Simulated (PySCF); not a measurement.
Computed shifts of a molecule C2H4FNSi, KT2/pcSseg-1 run with PySCF, GIAO, gas phase, atoms alike by connectivity averaged where their shifts nearly agree, in ppm (number of nuclei): ¹⁹F: -195.4 (1). ¹³C: 180.6 (1), 104.9 (1). ¹⁵N: 513.5 (1). ²⁹Si: -3.7 (1). ¹H: 8.80 (1), 6.66 (1), 6.36 (1), 6.08 (1). References: ¹⁹F against CFCl3 (σ = 127.1 ppm); ¹³C against TMS (σ = 185.1 ppm); ¹⁵N against NH3 (σ = 266.2 ppm); ²⁹Si against TMS (σ = 361.9 ppm); ¹H against TMS (σ = 31.47 ppm), references at their B3LYP-D3(BJ)/def2-TZVP geometries, non-relativistic. Geometry: TPSSh-D3(BJ)/def2-SVP. One conformer was computed; it need not be the lowest.

Identify the compound among the candidates.
A. C#C[Si@@H](N)F
B. F[C@@H]1N=C[SiH2]1
C. N#C[C@@H](F)[SiH3]
D. F[Si@H]1C=NC1

B, F[C@@H]1N=C[SiH2]1
